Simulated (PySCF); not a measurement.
beta-pinene, C₁₀H₁₆.
SMILES with atom numbers: `[CH2:1]=[C:2]1[CH2:3][CH2:4][C@H:5]2[CH2:6][C@@H:7]1[C:8]2([CH3:9])[CH3:10]` (hydrogens: H11, H12 on C1; H13, H14 on C3; H15, H16 on C4; H17 on C5; H18, H19 on C6; H20 on C7; H21, H22, H23 on C9; H24, H25, H26 on C10)

Computed with PySCF at PBE0/pcSseg-1, non-relativistic, on one gas-phase PBE0-D3(BJ)/def2-SVP geometry that isn't relaxed in the solvent. The solvent is an IEF-PCM continuum (cavity from Bondi-type radii × 1.2). Only the electrostatic response of the medium enters.

Gas phase at PBE0/pcSseg-1: HOMO -6.73 eV, LUMO 0.54 eV, dipole 0.67 D.

Question: What does the continuum do to the energy, the frontier levels and the dipole at PBE0/pcSseg-1 in cyclohexane?

Answer: 
```json
{"solvent": "cyclohexane", "ε": "2.017", "E(solvent) − E(gas) (kJ/mol)": "-2.93", "polarisation term (kJ/mol)": "-3.03", "distortion of the solute (kJ/mol)": "0.10", "HOMO (eV)": "-6.72", "LUMO (eV)": "0.55", "dipole (D)": "0.79"}
```

The first energy column is the sum of the next two and covers electrostatics alone.

Question: Which Hirshfeld charges (PBE0/pcSseg-1) respond most in cyclohexane (means over atoms taken as equivalent)?

Answer: 
```
      atoms                    environment  gas (e)  solvent (e)  change
         C1           terminal =CH2 carbon   -0.125       -0.130  -0.005
        H13             methylene hydrogen   +0.041       +0.042  +0.001
        H14             methylene hydrogen   +0.043       +0.044  +0.001
        H19             methylene hydrogen   +0.038       +0.039  +0.001
        H15             methylene hydrogen   +0.037       +0.038  +0.001
         C7  sp3 carbon at a ring junction   -0.030       -0.030   0.000
         C9                  methyl carbon   -0.123       -0.123   0.000
H24/H25/H26                methyl hydrogen   +0.038       +0.039  +0.001
```
